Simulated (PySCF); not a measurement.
## Potential energy of BeB along the bond

Set-up: Be def2-TZVPP, B def2-TZVPP; no relativity (PySCF 2.14). Energies in eV from Be + B in their ground configurations at the same level. All curves are PBE0. state 1: Ms = 0.5 determinant of mixed spin (⟨S²⟩ near 1.4), unpaired electrons π ↑; state 2: ⁴Σ⁻ (quartet), unpaired electrons σ ↑, π ↑↑, a second solution, started from another occupation; state 3: ⁴Π (quartet), unpaired electrons σ ↑↑, π ↑, a second solution, started from another occupation; state 4: Ms = 0.5 determinant of mixed spin (⟨S²⟩ near 1.8), unpaired electrons σ ↑, π ↑↓, a mixture of terms (⟨Lz²⟩ = 2.0), a second solution, started from another occupation.

```csv
R (Å),state 1,state 2,state 3,state 4
1.639,-0.833,-1.010,-0.6702,-0.3901
1.715,-1.079,-1.044,-0.8618,-0.4251
1.792,-1.215,-0.986,-0.9430,-0.3696
1.849,-1.263,-0.898,-0.9488,-0.2853
1.906,-1.276,-0.782,-0.9180,-0.1747
1.963,-1.261,-0.647,-0.8584,-0.0452
2.039,-1.209,-0.444,-0.7451,0.1467
2.135,-1.111,-0.172,-0.5654,0.4031
2.249,-0.968,0.165,-0.3163,0.7146
2.402,-0.771,0.603,0.0382,1.1024
```

Put a parabola through the three lowest points of the state 1 curve and estimate Re, k and ωe (reduced mass 4.956 u; 1 eV/Å² = 0.16022 mdyn/Å; ωe = 1302.8·√(k/μ) cm⁻¹).

Through R = 1.849, 1.906, 1.963 Å the second-order coefficient is 4.31 eV/Å², so Re ≈ 1.904 Å, k ≈ 1.38 mdyn/Å and ωe ≈ 688 cm⁻¹. A polynomial fit of higher order to the unrounded PBE0 energies gives Re = 1.901 Å, k = 1.38 mdyn/Å, ωe = 687 cm⁻¹; anharmonicity and rounding make the difference.

The higher-order fit for each curve: state 1: Re = 1.901 Å, ωe = 687 cm⁻¹, De = 1.28 eV; state 2: Re = 1.701 Å, ωe = 961 cm⁻¹, minimum 1.05 eV below the ground-state fragments; state 3: Re = 1.828 Å, ωe = 816 cm⁻¹, minimum 0.95 eV below the ground-state fragments; state 4: Re = 1.703 Å, ωe = 948 cm⁻¹, minimum 0.426 eV below the ground-state fragments.

The state is the lowest determinant that a PBE0 search found; another state may lie lower at other levels.
